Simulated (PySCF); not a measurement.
SMILES [OH][Al]([OH])[S][Si](O)(O)O (PBE0/def2-SVP optimised geometry):

```
13

Si     1.322     0.100     0.000
O      2.245    -1.068    -0.693
O      2.279     1.437     0.078
O      0.030     0.322    -1.142
S      0.089    -0.284     1.615
Al    -1.505     0.100     0.000
O     -2.242     1.643     0.000
O     -2.470    -1.231    -0.474
H      3.193    -1.001    -0.544
H      1.975     2.132     0.673
H      0.130     0.369    -2.100
H     -3.193     1.737     0.075
H     -2.300    -2.132    -0.194
```

Computed with PBE0/def2-TZVP in PySCF.

Q: What are the frontier orbital energies and the dipole moment?

A: HOMO-2 -8.49 eV, HOMO-1 -8.27 eV, HOMO -7.47 eV, LUMO -0.24 eV, LUMO+1 0.47 eV; dipole moment 2.75 D.

On the same geometry PBE/def2-TZVP (PySCF) gives HOMO-2 -6.81 eV, HOMO-1 -6.71 eV, HOMO -6.17 eV, LUMO -1.11 eV, LUMO+1 -0.42 eV; dipole moment 2.72 D.

Meta-Löwdin charges at PBE0/def2-TZVP: Si1 1.37, O2 -0.75, O3 -0.75, O4 -0.69, S5 -0.50, Al6 1.11, O7 -0.81, O8 -0.80, H9 0.37, H10 0.37, H11 0.39, H12 0.35, H13 0.35.
